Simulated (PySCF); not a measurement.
**How good is the calculation?**

Atom-mapped SMILES (the numbers label the heavy atoms): `[CH3:1][CH:2]([CH3:3])[C:4](=[O:5])[c:6]1[cH:7][cH:8][cH:9][cH:10][cH:11]1` (H(Xn): hydrogen on atom n).

[PySCF 2.14.0 with density-fitted response routines: PBE0/pcSseg-1 with gauge-including orbitals; geometry from GFN2-xTB; no solvent model; non-relativistic Hamiltonian; equivalent nuclei averaged; single conformer]

Reference values: measured (solution, not stated per compound (mostly CDCl3 or CCl4); Pretsch, Buehlmann, Badertscher, Structure Determination of Organic Compounds, 4th ed. (2009)).
| atoms | quantity | reference | computed | computed, scaled |
| --- | --- | --- | --- | --- |
| C2 | δ $^{13}$C | 35.2 | 39.1 | 35.9 |
| C1/C3 | δ $^{13}$C | 19.1 | 21.6 | 18.9 |
| H(C2) | δ $^{1}$H | 3.58 | 3.40 | 3.29 |
| H(C1)/H(C3) | δ $^{1}$H | 1.22 | 1.29 | 1.31 |

Reference values: measured (solution, CH3CN, 313 K; J.-C. Zhuo, Molecules 4 (1999) 320).
```
atoms                      quantity  reference  computed  computed, scaled
   O5  δ $^{17}$O vs H2O (external)      532.5         –             526.4
```

Computed shifts are σ(ref) − σ with the named reference compound (TMS for H and C) calculated as an isolated molecule at the same level. The measured values may be among those fitted. Shieldings were converted by linear fits to measured shifts (mostly CDCl3, TMS scale, for H and C): $^{13}$C: δ = 179.97 − 0.974σ (rms 2.1 ppm, 958 shifts, 2.3 ppm with the 13 outliers that the fit left out); $^{1}$H: δ = 30.01 − 0.943σ (rms 0.17 ppm, 504 shifts, 0.18 ppm with the 4 outliers that the fit left out); $^{17}$O: δ = 266.70 − 0.911σ (rms 10.7 ppm, 155 shifts, 12.2 ppm with the 3 outliers that the fit left out vs liquid water, solution or neat liquid). A few per cent of atoms miss by over 2 rms, more outside the fitted compound classes.

Task: How far are the unscaled $^{13}$C shifts from the references?

Result: Mean signed difference +3.20 ppm, mean absolute 3.20 ppm over 2 comparisons; the largest is +3.9 ppm at C2 (sp3 CH α to a carbonyl).

Task: How far are the unscaled $^{1}$H shifts from the references?

Result: Mean signed difference -0.06 ppm, mean absolute 0.13 ppm over 2 comparisons; the largest is -0.18 ppm at H(C2) (hydrogen on an sp3 CH α to a carbonyl).
